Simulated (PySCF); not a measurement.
## Heteronuclear NMR

Bonds (- single, = double, # triple, : aromatic): C1=C2, C2-C3, C3-C4, C4:C5, C5:C6, C6:C7, C7:O8, C3=C9, C9-Si10, Si10-C1, O8:C4. C1 carries H11; C2 carries H12; C5 carries H13; C6 carries H14; C7 carries H15; C9 carries H16; Si10 carries H17, H18.

Gas phase, relativity neglected, one computed conformer, equivalent nuclei averaged. Geometry from GFN2-xTB; PBE0/pcSseg-1 with gauge-including orbitals; PySCF.

Problem. Where does 29Si resonate?

Solution. 
```csv
atoms,environment,σ (ppm),δ (ppm)
Si10,"silicon bonded to 2 C, 2 H, in a 5-membered ring",390.6,-41.1
```

Shieldings were converted by a linear fit to measured shifts: 29Si: δ = 279.94 − 0.822σ (rms 8.9 ppm, 72 shifts, 25.8 ppm with the 6 outliers that the fit left out vs TMS, solution or neat liquid). A few per cent of atoms miss by over 2 rms, more outside the fitted compound classes.

On a 600 MHz spectrometer 29Si resonates near 119.2 MHz, so 1 ppm is 119.2 Hz.

Problem. Predict the 17O NMR data.

Solution. 
| atoms | environment | σ (ppm) | δ (ppm) |
| --- | --- | --- | --- |
| O8 | aromatic ring oxygen | 38.6 | 231.6 |

Shieldings were converted by a linear fit to measured shifts: 17O (scatter 10.7 ppm rms, 12.2 ppm with the 3 outliers that the fit left out vs liquid water, solution or neat liquid). Occasional misses reach two or three times the rms, and more in compound classes unlike the fitted ones.

On a 600 MHz spectrometer 17O resonates near 81.3 MHz, so 1 ppm is 81.3 Hz.
